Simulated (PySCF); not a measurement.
# C₆ coefficients of unlike pairs at PBE0

Calculated with PySCF 2.14 from the dipole response of each species, C₆(A,B) = (3/π) ∫ α_A(iu) α_B(iu) du, in atomic units, from isotropic polarisabilities. For ions this is the dispersion term alone; charge-induced terms of lower order in 1/R come first.

```tsv
species	configuration	basis	relativity	α (bohr³)	C₆ (like pair)
Tl⁺	[Xe] 4f14 5d10 6s2 (1S)	aug-cc-pVQZ-PP with ECP60MDF (7s7p5d3f2g)	core potential	20.70	164.8
O⁺	[He] 2s2 2p3 (4S)	aug-cc-pVTZ-DK (5s4p3d2f)	spin-free X2C	2.639	5.177
Ta³⁺	[Xe] 4f14 5d2 (3F)	def2-TZVPPD with the def2 core potential (60 electrons) (6s5p3d2f1g)	core potential	7.118	32.72
Se	[Ar] 3d10 4s2 4p4 (3P)	dyall-av2z (16s12p8d)	none	24.98	210.4
```

(1) Estimate C₆ for Ta³⁺ with O⁺.

No spin-orbit coupling is included.

The other pairs:

```tsv
pair	C₆
Ta³⁺, Tl⁺	71.77
O⁺, Tl⁺	28.30
Se, O⁺	30.50
Se, Ta³⁺	77.74
Se, Tl⁺	183.9
```

Answers

(1) The integral gives 13.01. The combination rule 2 C_A C_B / (C_A α_B/α_A + C_B α_A/α_B) gives 12.98 and the geometric mean 13.02.
